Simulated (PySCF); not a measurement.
Radial density of Nb (niobium, neutral)

UHF, [Kr] 4d4 5p1, one real determinant (an excited configuration). Calculation: PySCF 2.14, in aug-cc-pVTZ-PP with one added diffuse shell each of s, p, d, f, g type with ECP28MDF (7s7p6d4f3g, 113 functions); a scalar-relativistic core potential. This is the valence pseudo-density: the core potential removes the inner electrons and smooths the orbitals near the nucleus.

```csv
r (bohr),4πr²ρ (e/bohr),4πr²(ρα − ρβ)
0.0366,1.604e-05,0.0000
0.0616,4.223e-05,0.0000
0.104,0.0001620,0.0000
0.174,0.001398,0.0003
0.293,0.02288,0.0048
0.493,0.6293,0.0741
0.829,6.719,0.7332
1.39,8.327,2.0966
2.35,2.020,1.4087
3.95,0.4351,0.4305
6.64,0.1369,0.1369
11.2,0.01209,0.0121
18.8,5.569e-05,0.0001
```

⟨L²⟩ = 8.03 against 12 for a pure F term, so this real determinant mixes terms. Energies and moments cover only the electrons outside the core potential.
